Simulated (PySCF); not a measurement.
# Electron correlation in Ne⁺ (neon, charge +1)

Starting occupation: [He] 2s1 2p5 3s1, 2s1/2 with m_j = +1/2, 2p1/2 with m_j = -1/2, +1/2, 2p3/2 with m_j = -1/2, +1/2, +3/2, 3s1/2 with m_j = +1/2. Computed with PySCF 2.14 in x2c-SVPall-2c with one added diffuse shell of s type (4s2p1d, 15 functions), with X2C-1e with screened-nucleus spin-orbit coupling, Gaussian nucleus. Frozen: 1s2; 7 electrons correlated.

MP2 pair energies summed by pair of shells (mhartree):

```
 pair   energy  share (%)
2p-2p  -108.43       81.8
2p-3s   -14.14       10.7
2p-2s    -9.91        7.5
```

Total MP2 correlation energy: -132.48 mhartree.

The GHF reference relaxed away from the jj start to a determinant that is no pure jj level (⟨S²⟩ = 3.75, ⟨J²⟩ = 8.75); the energies belong to that determinant.
